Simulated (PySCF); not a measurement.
## How neighbours change a Si atom

Gas-phase molecules, one conformer each, optimised by PBE0-D3(BJ)/def2-SVP. No frequency run checks that these structures are minima. Shifts by GIAO PBE0/pcSseg-1 or PBE0/pcSseg-2 against computed TMS. Core levels by delta-SCF with SCAN, pcX-2 on the ionised atom and pcseg-1 elsewhere, spin-free X2C (2p3/2 is the spin-free 2p value less a third of a first-order spin-orbit splitting); from the vacuum level. Excitations by CAM-B3LYP/def2-SVPD.

(1) Order these by the lowest singlet (eV), lowest first.
A. [SiH3]N[SiH]([SiH3])[SiH3] (Si bonded to 1 N + 2 Si + 1 H)
B. [SiH3]N[SiH](N[SiH3])N[SiH3] (Si bonded to 3 N + 1 H)
C. [SiH3]N[SiH]([SiH3])N[SiH3] (Si bonded to 2 N + 1 Si + 1 H)
D. [SiH3][SiH]([SiH3])[SiH3] (Si bonded to 3 Si + 1 H)

(2) Give the other values.

## Answers

(1) A (5.5), C (6.11), B (6.58), D (6.7).

(2) 
| structure (SMILES) | Si bonded to | shift of Si (ppm) | core level of Si (eV) | lowest singlet (eV) |
| --- | --- | --- | --- | --- |
| [SiH3][SiH]([SiH3])[SiH3] | 3 Si + 1 H | -139.6 | 105.95 | 6.70 |
| [SiH3]N[SiH]([SiH3])[SiH3] | 1 N + 2 Si + 1 H | -37.3 | 106.45 | 5.50 |
| [SiH3]N[SiH]([SiH3])N[SiH3] | 2 N + 1 Si + 1 H | -17.8 | 106.73 | 6.11 |
| [SiH3]N[SiH](N[SiH3])N[SiH3] | 3 N + 1 H | -33.2 | 107.13 | 6.58 |
